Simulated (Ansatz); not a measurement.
```xyz
2

Cu    0.0000    0.0000   -1.2054
Cu    0.0000    0.0000    1.2054
```

Basis set: def2-TZVP (spherical functions). Correlated methods keep 10 orbitals frozen. Charge 0, multiplicity 1.

Computed with Ansatz (development build ahead of 0.2.0); each method stands on the lowest determinant of its kind that the runs found. Restricted open shells among the atoms or ions are ROHF, correlated in semicanonical orbitals with singles.

(1) Give the atomization energy at this shape (free ground-state atoms in the same class of orbitals less the molecule, no zero-point energy) of singlet Cu₂ by RHF-MP2, RHF.

Answers

(1)

| method | atomization energy |
| --- | --- |
| RHF-MP2 | 159.0 kJ/mol |
| RHF | 48.6 kJ/mol |
